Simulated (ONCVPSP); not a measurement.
Cutoff test, chromium (Cr), ONCV

ONCVPSP 4.0.1 input, shortened (lines: element, Z, core and valence counts, functional; n l f; lmax; l rc ep ncon nbas qcut; lloc lpopt rc5 dvloc0; l nproj debl; icmod fcfact rcfact), PBE, scalar-relativistic:

```
  Cr 24.00    3    4        4      upf
    1    0    2.00
    2    0    2.00
    2    1    6.00
    3    0    2.00
    3    1    6.00
    3    2    5.00
    4    0    0.75
    2
    0    1.60    0.00    4    7    9.80
    1    1.45    0.00    3    7    8.70
    2    1.30    0.00    4    9   12.00
    4    5    1.10    0.00
    0    3    1.40
    1    1    2.20
    2    1    2.40
    3    4.00    1.45
```

Problem. For each optimised wave give the share of its norm inside rc, the residual kinetic energy above qcut (Ha) and the cutoffs (Ha) for errors of 10, 1, 0.1 and 0.01 mHa per electron.

Solution.

| wave | norm inside rc | residual KE | 10 mHa | 1 mHa | 0.1 mHa | 0.01 mHa |
| --- | --- | --- | --- | --- | --- | --- |
| 3s | 0.963 | 2.7e-08 | 17.7 | 26.0 | 32.4 | 37.5 |
| 4s | 0.049 | 7.9e-09 | 5.7 | 20.9 | 29.1 | 35.2 |
| s projector 3 | 0.104 | 3.9e-08 | 14.3 | 25.4 | 32.8 | 38.5 |
| 3p | 0.885 | 6.6e-07 | 19.8 | 25.5 | 30.0 | 33.7 |
| 3d | 0.534 | 3.5e-06 | 43.4 | 53.1 | 60.8 | 68.0 |

The occupied waves need 53 Ha and 61 Ha for 1 and 0.1 mHa.
